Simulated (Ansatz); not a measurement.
One change: `[NH2][Hf]([OH])([F])[Cl]` becomes `[NH2][Hf]([NH2])([OH])[Cl]`.

Ansatz, PBE0-D4/def2-TZVP geometries, multiplicity 1. Each molecule was computed in one conformer, which needn't be the lowest.

Elements past krypton have def2 core potentials.

```
                                      property  `[NH2][Hf]([OH])([F])[Cl]`
       HOMO–LUMO gap (ωB97M-V/def2-TZVPP) / eV                       11.03
size of the dipole moment (PBE/def2-TZVPP) / D                        3.07
         HOMO energy (ωB97M-V/def2-TZVPP) / eV                      -10.15
             LUMO energy (PBE/def2-TZVPP) / eV                       -1.20
             HOMO energy (PBE/def2-TZVPP) / eV                       -6.39
         LUMO energy (ωB97M-V/def2-TZVPP) / eV                        0.88
```

Problem. What does the change do to each property? (Estimate.)

Solution. Ansatz gave: 
```
                                      property  `[NH2][Hf]([NH2])([OH])[Cl]`  shift
       HOMO–LUMO gap (ωB97M-V/def2-TZVPP) / eV                         10.82  -0.21
size of the dipole moment (PBE/def2-TZVPP) / D                          3.21   0.14
         HOMO energy (ωB97M-V/def2-TZVPP) / eV                         -9.76   0.39
             LUMO energy (PBE/def2-TZVPP) / eV                         -1.00   0.20
             HOMO energy (PBE/def2-TZVPP) / eV                         -5.99   0.40
         LUMO energy (ωB97M-V/def2-TZVPP) / eV                          1.06   0.18
```

With PBE0 the HOMO rises by 0.42 eV and the LUMO rises by 0.23 eV, so the gap narrows by about 0.19 eV. PBE moves the HOMO by 0.40 eV and ωB97M-V by 0.39 eV. The zero-point energy changes by 59.8 kJ/mol with +6 modes. Dipoles are sizes alone; their direction can turn.
